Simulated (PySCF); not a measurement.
Br$_{3}$Ti (SMILES [Br][Ti+]([Br])[Br]), charge +1, singlet, geometry from GFN2-xTB (such geometries of metal compounds can be far from the true shape) (the multiplicity is a formal guess); DF-BLYP/6-31G** in PySCF.

PySCF was given this input:
```python
from pyscf import gto, scf, dft

mol = gto.M(
    atom='''
Ti   -0.40397034    0.36329094    0.72751382
Br   -1.51088939   -1.38348014   -0.38554641
Br    0.05601690    1.77450337   -1.09245136
Br    1.70879671   -0.61937754    1.02070337
''',
    basis='6-31g**',
    charge=1,
    verbose=4,
)

mf = dft.RKS(mol)
mf.xc = 'blyp'
mf = mf.density_fit(auxbasis='def2-universal-jkfit')
mf.kernel()
```

Output, abridged:

```
PySCF version 2.14.0

[INPUT] verbose = 4
[INPUT] num. atoms = 4
[INPUT] num. electrons = 126
[INPUT] charge = 1
[INPUT] spin (= nelec alpha-beta = 2S) = 0
[INPUT] symmetry False subgroup None
[INPUT] Mole.unit = angstrom
[INPUT] Symbol           X                Y                Z      unit          X                Y                Z       unit  Magmom
[INPUT]  1 Ti    -0.403970340000   0.363290940000   0.727513820000 AA   -0.763393305047   0.686520380136   1.374801871636 Bohr   0.0
[INPUT]  2 Br    -1.510889390000  -1.383480140000  -0.385546410000 AA   -2.855167151611  -2.614398563375  -0.728577123209 Bohr   0.0
[INPUT]  3 Br     0.056016900000   1.774503370000  -1.092451360000 AA    0.105856599347   3.353325376418  -2.064433874809 Bohr   0.0
[INPUT]  4 Br     1.708796710000  -0.619377540000   1.020703370000 AA    3.229157784458  -1.170453918307   1.928849823721 Bohr   0.0

nuclear repulsion = 1061.3801917631
number of shells = 48
number of NR pGTOs = 382
number of NR cGTOs = 130
basis = 6-31g**
ecp = {}

******** <class 'pyscf.df.df_jk.DFRKS'> ********
method = DFRKS
initial guess = minao
damping factor = 0
level_shift factor = 0
DIIS = <class 'pyscf.scf.diis.CDIIS'>
diis_start_cycle = 1
diis_space = 8
diis_damp = 0
SCF conv_tol = 1e-09
SCF conv_tol_grad = None
SCF max_cycles = 50
direct_scf = False
XC library pyscf.dft.libxc version 7.1.2
    S. Lehtola, C. Steigemann, M. J. T. Oliveira, and M. A. L. Marques,  SoftwareX 7, 1–5 (2018)
XC functionals = blyp
    A. D. Becke,  Phys. Rev. A 38, 3098 (1988)
    C. Lee, W. Yang, and R. G. Parr,  Phys. Rev. B 37, 785 (1988)
    B. Miehlich, A. Savin, H. Stoll, and H. Preuss,  Chem. Phys. Lett. 157, 200 (1989)
radial grids:
    Treutler-Ahlrichs [JCP 102, 346 (1995); DOI:10.1063/1.469408] (M4) radial grids

becke partition: Becke, JCP 88, 2547 (1988); DOI:10.1063/1.454033
pruning grids: <function nwchem_prune>
grids dens level: 3
symmetrized grids: False
atomic radii adjust function: <function treutler_atomic_radii_adjust>
small_rho_cutoff = 0
Set gradient conv threshold to 3.16228e-05
Initial guess from minao.
tot grids = 82176
init E= -8568.33664091265
  HOMO = -0.303965607430685  LUMO = -0.181270277684185  gap/eV = 3.33871
cycle= 1 E= -8570.73089095063  delta_E= -2.39  |g|= 0.771  |ddm|= 2.64
  HOMO = -0.46952564477201  LUMO = -0.436585215561114  gap/eV = 0.89635
cycle= 2 E= -8551.11076474676  delta_E= 19.6  |g|= 7.95  |ddm|= 5.82
  HOMO = -0.45460900738627  LUMO = -0.432160619565581  gap/eV = 0.61085
cycle= 3 E= -8559.96157775125  delta_E= -8.85  |g|= 7.09  |ddm|= 2.44
  HOMO = -0.458089077831763  LUMO = -0.434840657396319  gap/eV = 0.63262
cycle= 4 E= -8557.66063881674  delta_E=  2.3  |g|= 7.45  |ddm|= 0.542
  HOMO = -0.454258066470781  LUMO = -0.434487141798948  gap/eV = 0.53799
cycle= 5 E= -8560.22660010503  delta_E= -2.57  |g|= 7.08  |ddm|= 0.664
  HOMO = -0.456885546197255  LUMO = -0.437761430393172  gap/eV = 0.52039
cycle= 6 E= -8559.52456322636  delta_E= 0.702  |g|= 7.22  |ddm|= 0.185
  HOMO = -0.456715574039177  LUMO = -0.438284305760042  gap/eV = 0.50154
cycle= 7 E= -8559.57115352189  delta_E= -0.0466  |g|= 7.22  |ddm|= 0.334
  HOMO = -0.453177558947787  LUMO = -0.435113486801047  gap/eV = 0.49155
cycle= 8 E= -8560.43085048549  delta_E= -0.86  |g|= 7.06  |ddm|= 0.438
  HOMO = -0.45337180100853  LUMO = -0.436171001783267  gap/eV = 0.46806
cycle= 9 E= -8560.42211331865  delta_E= 0.00874  |g|= 7.06  |ddm|= 0.353
  HOMO = -0.088967431435016  LUMO = -0.0142073138049632  gap/eV = 2.03433
cycle= 10 E= -8530.41700071057  delta_E=   30  |g|= 8.68  |ddm|= 16.7
  HOMO = -0.621617108776848  LUMO = -0.580380981704536  gap/eV = 1.12209
cycle= 11 E= -8569.28082292433  delta_E= -38.9  |g|= 2.97  |ddm|=   16
  HOMO = -0.350512610108063  LUMO = -0.281622683021449  gap/eV = 1.87459
cycle= 12 E= -8570.37675366247  delta_E= -1.1  |g|= 1.35  |ddm|= 3.55
  HOMO = -0.446181513110024  LUMO = -0.428950218070939  gap/eV = 0.46889
cycle= 13 E= -8569.05343249172  delta_E= 1.32  |g|= 3.04  |ddm|= 3.16
  HOMO = -0.444527670662748  LUMO = -0.427965276546506  gap/eV = 0.45069
cycle= 14 E= -8569.09773082859  delta_E= -0.0443  |g|=    3  |ddm|= 0.0808
  HOMO = -0.458372118801546  LUMO = -0.444391682580818  gap/eV = 0.38043
cycle= 15 E= -8567.9391767173  delta_E= 1.16  |g|= 3.79  |ddm|= 0.657
  HOMO = -0.457514580508819  LUMO = -0.448522865007469  gap/eV = 0.24468
cycle= 16 E= -8566.90852024436  delta_E= 1.03  |g|= 4.39  |ddm|= 0.516
  HOMO = -0.456478554760984  LUMO = -0.449020169361522  gap/eV = 0.20295
cycle= 17 E= -8566.71098641334  delta_E= 0.198  |g|= 4.55  |ddm|= 0.29
  HOMO = -0.452656762727818  LUMO = -0.434060023620017  gap/eV = 0.50604
cycle= 18 E= -8568.60130280947  delta_E= -1.89  |g|= 3.32  |ddm|= 0.771
  HOMO = -0.449991577105681  LUMO = -0.439268407319962  gap/eV = 0.29179
cycle= 19 E= -8568.80850704191  delta_E= -0.207  |g|= 3.45  |ddm|= 1.34
  HOMO = -0.484423358951631  LUMO = -0.465920076373198  gap/eV = 0.50350
cycle= 20 E= -8569.43863557989  delta_E= -0.63  |g|= 2.92  |ddm|= 1.91
  HOMO = -0.390814021653341  LUMO = -0.275353850907297  gap/eV = 3.14183
cycle= 21 E= -8570.35611089561  delta_E= -0.917  |g|= 1.22  |ddm|= 2.76
  HOMO = -0.435913079955407  LUMO = -0.434762100863573  gap/eV = 0.03132
cycle= 22 E= -8567.53864737682  delta_E= 2.82  |g|= 4.52  |ddm|= 3.46
  HOMO = -0.4371049576621  LUMO = -0.423208930635908  gap/eV = 0.37813
cycle= 23 E= -8561.43211217042  delta_E= 6.11  |g|= 6.81  |ddm|= 2.76
  HOMO = -0.436074029282961  LUMO = -0.421383995419888  gap/eV = 0.39974
cycle= 24 E= -8561.38017142958  delta_E= 0.0519  |g|= 6.79  |ddm|= 0.25
  HOMO = -0.435167028802677  LUMO = -0.421113957874664  gap/eV = 0.38240
cycle= 25 E= -8561.64695955802  delta_E= -0.267  |g|= 6.73  |ddm|= 0.214
  HOMO = -0.437920135823535  LUMO = -0.42639317088633  gap/eV = 0.31366
cycle= 26 E= -8561.3679844499  delta_E= 0.279  |g|= 6.79  |ddm|= 0.331
  HOMO = -0.436384762488709  LUMO = -0.422913299029308  gap/eV = 0.36658
cycle= 27 E= -8561.37284757209  delta_E= -0.00486  |g|= 6.82  |ddm|= 0.265
  HOMO = -0.463546327930902  LUMO = -0.454074150480213  gap/eV = 0.25775
cycle= 28 E= -8557.57520538609  delta_E=  3.8  |g|= 7.39  |ddm|= 1.47
  HOMO = -0.475898796656233  LUMO = -0.453787546426918  gap/eV = 0.60168
cycle= 29 E= -8556.12670266245  delta_E= 1.45  |g|= 7.67  |ddm|= 1.41
  HOMO = -0.211065419046527  LUMO = -0.191743050198313  gap/eV = 0.52579
cycle= 30 E= -8566.40722966596  delta_E= -10.3  |g|= 3.92  |ddm|=  8.4
  HOMO = -0.422370561737984  LUMO = -0.407729318893635  gap/eV = 0.39841
cycle= 31 E= -8568.6558543622  delta_E= -2.25  |g|= 2.92  |ddm|= 6.48
  HOMO = -0.35241084287538  LUMO = -0.24994648792208  gap/eV = 2.78820
cycle= 32 E= -8570.14570185727  delta_E= -1.49  |g|= 1.38  |ddm|= 3.93
  HOMO = -0.464340364296217  LUMO = -0.450663746156771  gap/eV = 0.37216
cycle= 33 E= -8559.35349751423  delta_E= 10.8  |g|= 7.24  |ddm|= 5.21
  HOMO = -0.45991289421562  LUMO = -0.443012522454527  gap/eV = 0.45988
cycle= 34 E= -8559.23924524896  delta_E= 0.114  |g|= 7.27  |ddm|= 0.431
  HOMO = -0.460197881291976  LUMO = -0.441399847965106  gap/eV = 0.51152
cycle= 35 E= -8558.7704984486  delta_E= 0.469  |g|= 7.35  |ddm|= 0.231
  HOMO = -0.456976673315889  LUMO = -0.438145986962246  gap/eV = 0.51241
cycle= 36 E= -8558.26493406738  delta_E= 0.506  |g|= 7.41  |ddm|= 0.415
  HOMO = -0.456698818636746  LUMO = -0.437998733505531  gap/eV = 0.50886
cycle= 37 E= -8558.67113466537  delta_E= -0.406  |g|= 7.36  |ddm|= 0.193
  HOMO = -0.468561462502796  LUMO = -0.445507077636759  gap/eV = 0.62734
cycle= 38 E= -8556.54746693142  delta_E= 2.12  |g|=  7.6  |ddm|= 1.76
  HOMO = -0.461487098186274  LUMO = -0.440137114664804  gap/eV = 0.58096
cycle= 39 E= -8559.25284852299  delta_E= -2.71  |g|= 7.28  |ddm|= 1.38
  HOMO = -0.517726742382893  LUMO = -0.511271374898906  gap/eV = 0.17566
cycle= 40 E= -8555.13775354515  delta_E= 4.12  |g|= 7.55  |ddm|= 2.38
  HOMO = -0.178069760184078  LUMO = -0.175005729013004  gap/eV = 0.08338
cycle= 41 E= -8530.26411052714  delta_E= 24.9  |g|= 8.44  |ddm|= 16.7
  HOMO = -0.523037491305254  LUMO = -0.516151856466286  gap/eV = 0.18737
cycle= 42 E= -8563.22069822783  delta_E=  -33  |g|= 6.01  |ddm|= 16.2
  HOMO = -0.474231499534103  LUMO = -0.45727718272494  gap/eV = 0.46135
cycle= 43 E= -8566.24727801693  delta_E= -3.03  |g|= 4.25  |ddm|= 4.66
  HOMO = -0.287004108831777  LUMO = -0.281585290821225  gap/eV = 0.14745
cycle= 44 E= -8564.00633044525  delta_E= 2.24  |g|= 3.04  |ddm|= 6.45
  HOMO = -0.315309810044214  LUMO = -0.289753298936484  gap/eV = 0.69543
cycle= 45 E= -8569.30579734699  delta_E= -5.3  |g|= 2.11  |ddm|= 6.89
  HOMO = -0.40194518768267  LUMO = -0.312152775848824  gap/eV = 2.44338
cycle= 46 E= -8570.602301488  delta_E= -1.3  |g|= 0.873  |ddm|= 2.71
  HOMO = -0.411922623089454  LUMO = -0.404346346380141  gap/eV = 0.20616
cycle= 47 E= -8568.37280959781  delta_E= 2.23  |g|=  3.7  |ddm|= 3.28
  HOMO = -0.418325162152111  LUMO = -0.402313746243046  gap/eV = 0.43569
cycle= 48 E= -8568.99617573316  delta_E= -0.623  |g|= 3.08  |ddm|= 0.658
  HOMO = -0.417496493228071  LUMO = -0.399653850473518  gap/eV = 0.48552
cycle= 49 E= -8569.42317515049  delta_E= -0.427  |g|= 2.73  |ddm|= 0.28
  HOMO = -0.42442282325063  LUMO = -0.406659826733518  gap/eV = 0.48336
cycle= 50 E= -8569.53488027169  delta_E= -0.112  |g|= 2.68  |ddm|= 0.498
SCF not converged.
SCF energy = -8569.53488027169
```

Convergence was not reached.
